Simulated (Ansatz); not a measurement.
Molecular dynamics of C$_{2}$H$_{5}$BOS

The input (input.yaml):

```yaml
crystal:
  periodic: [false, false, false]
  atoms:
    - { symbol: O, position_ang: [-0.560382, 1.463318, 1.374375] }
    - { symbol: C, position_ang: [-0.23989, 0.385222, 0.304001] }
    - { symbol: B, position_ang: [0.103976, -1.000285, 0.343253] }
    - { symbol: C, position_ang: [0.269554, -0.967542, -1.272241] }
    - { symbol: S, position_ang: [-0.168303, 0.844717, -1.403542] }
    - { symbol: H, position_ang: [-0.533979, 2.340523, 0.97598] }
    - { symbol: H, position_ang: [0.131973, 1.421575, 2.042373] }
    - { symbol: H, position_ang: [0.250269, -1.875135, 1.146715] }
    - { symbol: H, position_ang: [-0.450615, -1.549453, -1.85062] }
    - { symbol: H, position_ang: [1.280696, -1.114239, -1.657296] }
basis:
  gaussian: { orbitals: def2-SVP }
hamiltonian:
  xc: { name: BHLYP }
md:
  timestep: 0.5
  n_steps: 200
  ensemble: nve
  temperature: 300.0
  initial_velocities: maxwell_boltzmann
  seed: 10865
```

Command:

```bash
$ ansatz run input.yaml --threads 2 --pin off --max-ram 3072MiB --backend cpu --events-out ev --progress --plain --runs-dir out
```

It starts at the highest image of a converged band. Of that band: Neighbouring images differ by up to 2.7 eV, so the band resolves the path poorly. A vibrational analysis at the climbing image gives one clearly imaginary mode, 259i cm⁻¹: a first-order saddle point.

Output, in part (one step line in 7, the closing report, with atoms numbered from 0):

```
md step     0: t =     0.00 fs  T =   300.0 K  F+E_penalty+E_count = -15700.00666714 eV  E_kin = 0.310224 eV  conserved = -15699.69644314 eV  (30 SCF iters)
md step     7: t =     3.50 fs  T =   199.7 K  F+E_penalty+E_count = -15699.90243521 eV  E_kin = 0.206479 eV  conserved = -15699.69595619 eV  (29 SCF iters)
md step    14: t =     7.00 fs  T =   102.3 K  F+E_penalty+E_count = -15699.80160311 eV  E_kin = 0.105777 eV  conserved = -15699.69582594 eV  (28 SCF iters)
md step    21: t =    10.50 fs  T =   117.3 K  F+E_penalty+E_count = -15699.81738514 eV  E_kin = 0.121270 eV  conserved = -15699.69611474 eV  (28 SCF iters)
md step    28: t =    14.00 fs  T =   145.1 K  F+E_penalty+E_count = -15699.84602460 eV  E_kin = 0.150089 eV  conserved = -15699.69593566 eV  (27 SCF iters)
md step    35: t =    17.50 fs  T =   186.5 K  F+E_penalty+E_count = -15699.88897707 eV  E_kin = 0.192904 eV  conserved = -15699.69607263 eV  (28 SCF iters)
md step    42: t =    21.00 fs  T =   179.6 K  F+E_penalty+E_count = -15699.88187455 eV  E_kin = 0.185669 eV  conserved = -15699.69620538 eV  (32 SCF iters)
md step    49: t =    24.50 fs  T =   118.1 K  F+E_penalty+E_count = -15699.81797692 eV  E_kin = 0.122098 eV  conserved = -15699.69587927 eV  (28 SCF iters)
md step    56: t =    28.00 fs  T =   126.7 K  F+E_penalty+E_count = -15699.82695449 eV  E_kin = 0.131046 eV  conserved = -15699.69590898 eV  (28 SCF iters)
md step    63: t =    31.50 fs  T =   160.0 K  F+E_penalty+E_count = -15699.86163058 eV  E_kin = 0.165453 eV  conserved = -15699.69617709 eV  (28 SCF iters)
md step    70: t =    35.00 fs  T =   138.8 K  F+E_penalty+E_count = -15699.83955920 eV  E_kin = 0.143582 eV  conserved = -15699.69597767 eV  (28 SCF iters)
md step    77: t =    38.50 fs  T =   148.7 K  F+E_penalty+E_count = -15699.84962595 eV  E_kin = 0.153756 eV  conserved = -15699.69587005 eV  (28 SCF iters)
md step    84: t =    42.00 fs  T =   214.5 K  F+E_penalty+E_count = -15699.91797334 eV  E_kin = 0.221793 eV  conserved = -15699.69618033 eV  (35 SCF iters)
md step    91: t =    45.50 fs  T =   250.3 K  F+E_penalty+E_count = -15699.95490849 eV  E_kin = 0.258826 eV  conserved = -15699.69608281 eV  (35 SCF iters)
md step    98: t =    49.00 fs  T =   252.2 K  F+E_penalty+E_count = -15699.95677660 eV  E_kin = 0.260791 eV  conserved = -15699.69598597 eV  (35 SCF iters)
md step   105: t =    52.50 fs  T =   237.5 K  F+E_penalty+E_count = -15699.94153726 eV  E_kin = 0.245546 eV  conserved = -15699.69599094 eV  (35 SCF iters)
md step   112: t =    56.00 fs  T =   272.1 K  F+E_penalty+E_count = -15699.97748296 eV  E_kin = 0.281419 eV  conserved = -15699.69606417 eV  (35 SCF iters)
md step   119: t =    59.50 fs  T =   318.3 K  F+E_penalty+E_count = -15700.02522518 eV  E_kin = 0.329149 eV  conserved = -15699.69607579 eV  (35 SCF iters)
md step   126: t =    63.00 fs  T =   291.0 K  F+E_penalty+E_count = -15699.99696178 eV  E_kin = 0.300890 eV  conserved = -15699.69607143 eV  (34 SCF iters)
md step   133: t =    66.50 fs  T =   247.1 K  F+E_penalty+E_count = -15699.95147834 eV  E_kin = 0.255499 eV  conserved = -15699.69597925 eV  (35 SCF iters)
md step   140: t =    70.00 fs  T =   269.1 K  F+E_penalty+E_count = -15699.97419153 eV  E_kin = 0.278238 eV  conserved = -15699.69595335 eV  (35 SCF iters)
md step   147: t =    73.50 fs  T =   283.4 K  F+E_penalty+E_count = -15699.98922616 eV  E_kin = 0.293055 eV  conserved = -15699.69617085 eV  (35 SCF iters)
md step   154: t =    77.00 fs  T =   234.6 K  F+E_penalty+E_count = -15699.93871558 eV  E_kin = 0.242590 eV  conserved = -15699.69612575 eV  (36 SCF iters)
md step   161: t =    80.50 fs  T =   175.4 K  F+E_penalty+E_count = -15699.87735925 eV  E_kin = 0.181422 eV  conserved = -15699.69593754 eV  (32 SCF iters)
md step   168: t =    84.00 fs  T =   131.4 K  F+E_penalty+E_count = -15699.83177076 eV  E_kin = 0.135846 eV  conserved = -15699.69592523 eV  (29 SCF iters)
md step   175: t =    87.50 fs  T =   152.1 K  F+E_penalty+E_count = -15699.85336314 eV  E_kin = 0.157295 eV  conserved = -15699.69606838 eV  (28 SCF iters)
md step   182: t =    91.00 fs  T =   199.0 K  F+E_penalty+E_count = -15699.90186869 eV  E_kin = 0.205738 eV  conserved = -15699.69613061 eV  (35 SCF iters)
md step   189: t =    94.50 fs  T =   169.6 K  F+E_penalty+E_count = -15699.87132391 eV  E_kin = 0.175332 eV  conserved = -15699.69599144 eV  (28 SCF iters)
md step   196: t =    98.00 fs  T =   148.5 K  F+E_penalty+E_count = -15699.84953710 eV  E_kin = 0.153513 eV  conserved = -15699.69602433 eV  (29 SCF iters)
md step   200: t =   100.00 fs  T =   162.2 K  F+E_penalty+E_count = -15699.86366588 eV  E_kin = 0.167756 eV  conserved = -15699.69590968 eV  (31 SCF iters)
Total energy: -15699.86382419 eV, -576.9593537889 hartree
Atom 0 at    -0.508298     1.494068     1.296323 Å, force    -0.215301    -0.565784     0.969979 eV/Å
Atom 1 at    -0.162970     0.362286     0.359141 Å, force     0.086727    -0.359772    -0.804647 eV/Å
Atom 2 at     0.030651    -1.087355     0.339929 Å, force     0.537898     1.209858    -0.627943 eV/Å
Atom 3 at     0.211756    -0.973324    -1.293074 Å, force     0.986132    -0.351956     0.427643 eV/Å
Atom 4 at    -0.133582     0.878160    -1.357096 Å, force     0.019841    -1.116716     0.084315 eV/Å
Atom 5 at    -1.442466     1.436215     1.525794 Å, force     0.069856     0.449392    -0.079485 eV/Å
Atom 6 at    -0.231557     2.375361     1.015172 Å, force    -0.068910    -0.162365    -0.076410 eV/Å
Atom 7 at     0.201086    -2.054653     1.030231 Å, force    -0.262392     0.224702     0.141657 eV/Å
Atom 8 at    -0.458278    -1.605679    -1.861029 Å, force    -0.607723     0.255496    -0.367862 eV/Å
Atom 9 at     1.237077    -1.203774    -1.664577 Å, force    -0.546128     0.417145     0.332753 eV/Å
Dipole moment:    -0.449060     0.897056     0.648991 e Å
```

All steps were run. The conserved energy stayed within 0.066 meV per atom of its start (net change 0.053 meV per atom), so the integration is sound. A run of 0.1 ps of so small a system gives no equilibrium averages. The orbitals stay closed-shell, which can raise the energy where a bond breaks towards radicals; this wasn't checked here.

Between its relaxed ends the band would form O1–H7 and break C2–H7, B3–S5. These pairs go: O1–H7 0.96 → 0.97 Å, C2–H7 2.06 → 2.12 Å, B3–S5 2.56 → 2.60 Å. In the last frame they stand as after the step (other bonds may differ from the relaxed reactants and products). It ends as one piece, C2H5BOS. Pairs count as bonded within 1.25 times the sum of covalent radii (0.12 Å more for H–H).

Last frame:

```xyz
10
Properties=species:S:1:pos:R:3
O -0.508 1.494 1.296
C -0.163 0.362 0.359
B 0.031 -1.087 0.340
C 0.212 -0.973 -1.293
S -0.134 0.878 -1.357
H -1.442 1.436 1.526
H -0.232 2.375 1.015
H 0.201 -2.055 1.030
H -0.458 -1.606 -1.861
H 1.237 -1.204 -1.665
```

Run time: 5.6 min on 2 threads of AMD EPYC 9R14 (Zen 4), with other jobs on the host, peak memory 0.22 GiB.
